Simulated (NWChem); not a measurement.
System: C$_{4}$H$_{4}$N$_{2}$; SMILES N#CCCC#N

```xyz
10

N     -0.1846     2.9772     0.0000
C      0.1707     1.8763     0.0000
C      0.5978     0.4828     0.0000
C     -0.5978    -0.4828     0.0000
C     -0.1707    -1.8763     0.0000
N      0.1846    -2.9772     0.0000
H      1.2314     0.3080    -0.8839
H      1.2314     0.3080     0.8839
H     -1.2314    -0.3080     0.8839
H     -1.2314    -0.3080    -0.8839
```
Atoms are numbered in this order, from 1.

All runs: NWChem. Pople sets run with spherical d functions. STO-3G and 3-21G are far too small for this property and stand as cheap habits. Structure relaxed at the PBE0/def2-SVP level. GIAO values for the isolated, static molecule; σ is the absolute isotropic shielding, δ = σ(reference) − σ with the isolated reference molecule computed at the same levels (13C: tetramethylsilane, 1H: tetramethylsilane, 15N: ammonia).

| level | δ N1 (ppm) | δ C2 (ppm) | δ C3 (ppm) | δ H7 (ppm) |
|---|---|---|---|---|
| PBE0/pcSseg-1 | 311.1 | (withheld) | (withheld) | 2.35 |
| Hartree-Fock/STO-3G | 247.0 | 104.1 | 23.4 | 2.30 |
| B3LYP/6-311G** | 312.8 | 117.9 | 16.6 | 2.37 |
| Hartree-Fock/6-31G* | 277.7 | 113.8 | 13.3 | 2.34 |

Question: Some entries are withheld; supply them.

Answer: 
- PBE0/pcSseg-1, δ C2 (ppm): 121.3
- PBE0/pcSseg-1, δ C3 (ppm): 15.8
